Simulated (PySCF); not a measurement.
## Working out the ionisation energy of V

V [Ar] 3d3 4s2 (4F) → V⁺ [Ar] 3d4 (5D). All numbers are calculated (PySCF 2.14, scalar relativity by spin-free X2C-1e, in x2c-TZVPPall (6s5p4d2f1g, 64 functions)). Frozen: [Ar]. Energies in hartree (1 hartree = 27.21139 eV):

```json
{"part": "UHF", "V (lower)": "-948.133830", "V⁺ (upper)": "-947.907190"}
{"part": "CCSD correlation", "V (lower)": "-0.073314", "V⁺ (upper)": "-0.051289"}
{"part": "(T)", "V (lower)": "-0.002509", "V⁺ (upper)": "-0.000851"}
```

Task: What does Hartree-Fock give?

Result: (-947.907190) − (-948.133830) = 0.226640 hartree = 6.167 eV.

Task: What do CCSD and CCSD(T) give?

Result: The CCSD correlation energies differ by 0.022025 hartree = 0.599 eV and the triples by 0.001658 hartree = 0.045 eV, so CCSD gives 6.766 eV and CCSD(T) 6.811 eV.

Measured between the centres of the two terms (NIST): 6.732 eV, so CCSD(T) (valence) is off by 0.079 eV.

What remains against the reference includes basis incompleteness, the frozen core and higher excitations.
